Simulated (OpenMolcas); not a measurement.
# 3s² 3p³ along the 15-electron sequence

```
Program             : OpenMolcas
Method              : XMS-CASPT2, IPEA 0.25 Eh, imaginary shift 0.1 Eh
Basis               : ANO-RCC-VTZP
Scalar Hamiltonian  : DKH2, point nucleus
Spin-orbit coupling : RASSI with atomic mean-field integrals over the reference wave functions, term energies averaged over their components
```

Active space for each ion: 5 electrons in 8 orbitals (3s 3p 4s 4p); closed shells correlated by CASPT2: 2s 2p.

Computed levels in cm-1 above ⁴S°_3/2:

```csv
Level,P,S+,Cl2+,Ar3+
²D°_3/2,12280,15900,19040,22300
²D°_5/2,12300,15930,19100,22420
²P°_1/2,19470,25540,30790,36120
²P°_3/2,19480,25560,30860,36240
weight of ⁴S° in the lowest level (%),100,100,100,100
```

Measured, with the error of the calculation in %. Measured levels: P, S+ from NIST Handbook of Basic Atomic Spectroscopic Data; Cl2+ from Moore, Atomic Energy Levels, vol. I, NSRDS-NBS 35 (1971 reprint of NBS Circular 467, 1949); Ar3+ from Saloman, J. Phys. Chem. Ref. Data 39, 033101 (2010).

```tsv
Level	P	S+	Cl2+	Ar3+
²D°_3/2	11361 (+8.1)	14853 (+7.1)	18053 (+5.5)	21091 (+5.7)
²D°_5/2	11377 (+8.1)	14885 (+7.0)	18120 (+5.4)	21220 (+5.7)
²P°_1/2	18723 (+4.0)	24525 (+4.1)	29812 (+3.3)	34855 (+3.6)
²P°_3/2	18748 (+3.9)	24572 (+4.0)	29907 (+3.2)	35032 (+3.5)
```

²D°_3/2 changes by a factor of 1.82 over the same range, with steps per unit of Z of +3620, +3140, +3260 cm-1.

CASPT2 breaks the degeneracy within a term, and the mean is taken; among the terms shown or strongly mixed into the levels shown the widest spread is 970 cm-1 (3s² 3p³ ²D°, Ar3+). Over all roots computed the reference weight is 0.87 to 0.96 in P, 0.84 to 0.96 in S+, 0.85 to 0.96 in Cl2+, 0.87 to 0.97 in Ar3+; the roots of lowest weight are the least certain, and an intruder state may touch them. Active for correlation alone: 4p 4s; no level in the range computed is led by a configuration that fills them, so any true level of that kind is missing (holds for P; S+; Ar3+). The run also gave levels led by 3s² 3p² 4p, which use shells meant for correlation; these and all levels above them are left out (holds for Cl2+). Measured partners are found by configuration, term and J. A level has none where our copy of the source lacks it or the pairing is in doubt (some pairs that miss far off the trend of their configuration count as doubtful), and it then counts in no deviation. Only configurations of the active space appear.

° marks odd parity.
